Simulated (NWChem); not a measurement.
System: C₃H₂F₄; SMILES FC1(F)CC1(F)F

```xyz
9

F     -1.0982     1.3941    -0.3372
C      0.0000     0.7414     0.0338
F      1.0982     1.3941    -0.3372
C      0.0000     0.0000     1.3419
C      0.0000    -0.7414     0.0338
F      1.0982    -1.3941    -0.3372
F     -1.0982    -1.3941    -0.3372
H      0.9332     0.0000     1.9119
H     -0.9332     0.0000     1.9119
```
Atoms are numbered in this order, from 1.

All runs: NWChem. The geometry was optimised at PBE0/def2-SVP. Level: M05-2X/def2-SVP with SMD (1 M gas to 1 M solution), gas-phase geometry.

```
solvent     dielectric constant  solvation free energy (kcal/mol)  cavity-dispersion-structure term (kcal/mol)  dipole in solution (D)
----------  -------------------  --------------------------------  -------------------------------------------  ----------------------
water                      78.4                               0.1                                          4.4                    2.59
1-propanol                 20.5                              -3.3                                          0.9                    2.56
anisole                    4.22                              -2.4                                          0.8                    2.44
toluene                    2.37                              -2.2                                            ?                       ?
```

Task: Complete the blanks.

Result: 
- toluene, cavity-dispersion-structure term (kcal/mol): 0.2
- toluene, dipole in solution (D): 2.34
